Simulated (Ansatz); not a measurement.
These are r2SCAN-D4/def2-TZVP run with Ansatz (a program for electronic structure) values and carry that method's errors. No frequencies were computed at this level.

Ansatz 0.2 input:
```yaml
crystal:
  periodic: [false, false, false]
  atoms:
    - { symbol: Cl, position_ang: [-1.116909, 2.029186, 0.03572] }
    - { symbol: Sn, position_ang: [-0.000003, 0.000009, 0.000001] }
    - { symbol: Cl, position_ang: [-1.412654, -1.644731, -0.81589] }
    - { symbol: Cl, position_ang: [0.6678, -0.551768, 2.148471] }
    - { symbol: Cl, position_ang: [1.861767, 0.167303, -1.368302] }
basis:
  gaussian: { orbitals: def2-tzvp }
hamiltonian:
  xc: r2scan
  dispersion: d4
relax:
  max_steps: 150
```

Output:

```
Functional definition: r2SCAN
1412 factors; their error is unknown
mean field evaluation 1: about -55926.3432 eV, gradient 2.5e1 eV
mean field evaluation 2: about -55925.0041 eV, gradient 3.6e1 eV
mean field evaluation 4: about -55927.7042 eV, gradient 8.6e-1 eV
mean field evaluation 8: about -55927.7020 eV, gradient 4.8e-2 eV
mean field evaluation 16: about -55927.7020 eV, gradient 1.7e-5 eV
mean field -55927.70197307 eV, -2055.3051383523 hartree, gradient 1.7e-5 eV, S^2 0.000000; 0 other end points of the search recorded, 0 dependent functions left out
reference -55927.70198458 eV, -2055.3051387754 hartree; 45, 45 occupied and 153, 153 virtual orbitals, 1412 factors
relax step   1: F+E_penalty+E_count = -55927.75868083 eV  Δ(F+E_penalty+E_count) = +0.000e0 eV  max|allowed force component| = 3.253e-1 eV/Å  Δτ_max = 0.0000 Å  (30 SCF iters, accepted)
these checks for a lower state are left out or cut short: starts, cluster_reference, orbital_swaps, neighbouring_geometries, increment
1412 factors; their error is unknown
mean field -55927.71615046 eV, -2055.3056593618 hartree, gradient 9.1e-6 eV, S^2 0.000000; 0 other end points of the search recorded, 0 dependent functions left out
reference -55927.71616193 eV, -2055.3056597834 hartree; 45, 45 occupied and 153, 153 virtual orbitals, 1412 factors
relax step   2: F+E_penalty+E_count = -55927.77324666 eV  Δ(F+E_penalty+E_count) = -1.457e-2 eV  max|allowed force component| = 9.213e-2 eV/Å  Δτ_max = 0.0279 Å  (31 SCF iters, accepted)
these checks for a lower state are left out or cut short: starts, cluster_reference, orbital_swaps, neighbouring_geometries, increment
1412 factors; their error is unknown
mean field evaluation 32: about -55927.7174 eV, gradient 7.1e-6 eV
mean field -55927.71738621 eV, -2055.3057047750 hartree, gradient 7.1e-6 eV, S^2 0.000000; 0 other end points of the search recorded, 0 dependent functions left out
reference -55927.71739770 eV, -2055.3057051969 hartree; 45, 45 occupied and 153, 153 virtual orbitals, 1412 factors
relax step   3: F+E_penalty+E_count = -55927.77440108 eV  Δ(F+E_penalty+E_count) = -1.154e-3 eV  max|allowed force component| = 6.072e-4 eV/Å  Δτ_max = 0.0059 Å  (32 SCF iters, accepted)
1412 factors; their error is unknown
mean field -55927.71738621 eV, -2055.3057047750 hartree, gradient 7.1e-6 eV, S^2 0.000000; 1 other end points of the search recorded, 0 dependent functions left out
reference -55927.71739770 eV, -2055.3057051969 hartree; 45, 45 occupied and 153, 153 virtual orbitals, 1412 factors
Total energy: -55927.77441257 eV, -2055.3078004547 hartree
Atom 0 at    -1.106314     2.009934     0.035375 Å, force     0.000314    -0.000570    -0.000010 eV/Å
Atom 1 at     0.000001     0.000001    -0.000000 Å, force     0.000003    -0.000007    -0.000004 eV/Å
Atom 2 at    -1.399245    -1.629117    -0.808150 Å, force     0.000401     0.000468     0.000232 eV/Å
Atom 3 at     0.661466    -0.546535     2.128093 Å, force    -0.000189     0.000156    -0.000607 eV/Å
Atom 4 at     1.844092     0.165716    -1.355318 Å, force    -0.000529    -0.000047     0.000389 eV/Å
Dipole moment:    -0.000000     0.000001     0.000000 e Å
```

Cost: about 40 core-seconds (a rough figure).
